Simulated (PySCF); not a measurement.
Numbering as in the mapped SMILES `[CH2:1]=[CH:2][CH2:3][c:4]1[cH:5][cH:6][c:7]([SiH2:8][CH3:9])[o:10]1`. Each H is labelled by its parent atom. Ha(C1) is cis to C3; Hb(C1) is trans to C3.

- PBE0/pcSseg-1 with gauge-including orbitals
- GFN2-xTB geometry
- code: PySCF
- gas phase, no relativistic terms, rapidly exchanging positions averaged, a single conformation

Referencing at the same level of theory: TMS for $^{13}$C.

**Question.** Do the $^{13}$C shifts follow the atomic charges (in e)? Tabulate both.

**Answer.** 
| atoms | hybridisation | δ (ppm) | σ para (ppm) | Hirshfeld | IAO | Mulliken | ESP-fitted |
| --- | --- | --- | --- | --- | --- | --- | --- |
| C4 | sp2 | 166.1 | -240 | +0.07 | +0.18 | +0.12 | +0.33 |
| C7 | sp2 | 154.7 | -226 | -0.05 | -0.14 | -0.08 | -0.03 |
| C2 | sp2 | 145.9 | -214 | -0.04 | -0.12 | -0.22 | +0.08 |
| C6 | sp2 | 129.9 | -201 | -0.09 | -0.20 | -0.12 | -0.22 |
| C1 | sp2 | 120.0 | -185 | -0.11 | -0.33 | -0.15 | -0.58 |
| C5 | sp2 | 114.6 | -185 | -0.10 | -0.24 | -0.14 | -0.39 |
| C3 | sp3 | 39.8 | -99 | -0.07 | -0.28 | -0.09 | -0.35 |
| C9 | sp3 | -8.0 | -57 | -0.21 | -0.72 | -0.63 | -0.57 |

Correlation coefficients of δ with charge over these carbons: Hirshfeld +0.76, IAO +0.86, Mulliken +0.76, ESP-fitted +0.70; with the paramagnetic shielding -1.00. Among the 6 sp2 carbons alone: Hirshfeld +0.88, IAO +0.86, Mulliken +0.65, ESP-fitted +0.93. With so few points, grouped by hybridisation, these coefficients are fragile. Charge is one influence among several: hybridisation and low-lying excitations act through the paramagnetic term.

Shifts are as computed. Against solution values, carbons near 30 ppm lie about +3 ppm off and those near 130 ppm about +5 ppm. Of 1211 compounds with measured shifts, 218 miss one by over three times the rms of a fit or turn the order of signals round; such compounds aren't used in these exercises.
